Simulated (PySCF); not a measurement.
## W⁺ (tungsten, charge +1): UHF calculation

Configuration: [Xe] 4f14 5d4 6s1, high-spin 6D determinant. Calculation: PySCF 2.14, in aug-cc-pVDZ-PP with ECP60MDF (5s5p4d2f, 54 functions); a scalar-relativistic core potential.

- Total energy: -66.458713 hartree
- One-electron energy: -109.2241 hartree
- Hartree (Coulomb) energy: 49.6105 hartree
- Exchange energy: -6.8451 hartree
- ⟨S²⟩: 8.7546
- ⟨L²⟩: 6.017
- Sum of ⟨r⟩: 20.73 bohr
- Sum of ⟨r²⟩: 41.77 bohr²
- Traceless quadrupole moment −½Σ⟨3z² − r²⟩ along its main axis: -1.17 e·bohr²
- Time after the integrals: 0.26 s of wall time on 1 thread of Neoverse-V1 (shared host)

```tsv
shell	electrons	mean orbital energy (eV)	spread (eV)	rms radius, mean of both spins (bohr)
5s α	1	-102.54	0	1.16
5s β	1	-98.003	0	1.16
5p α	3	-62.900	0.703	1.35
5p β	3	-56.347	1.317	1.35
5d α	4	-17.798	1.154	2.09
6s α	1	-15.251	0	3.25
```

Energies and moments cover only the electrons outside the core potential. Spin-orbit coupling, absent here, splits the open shell strongly.
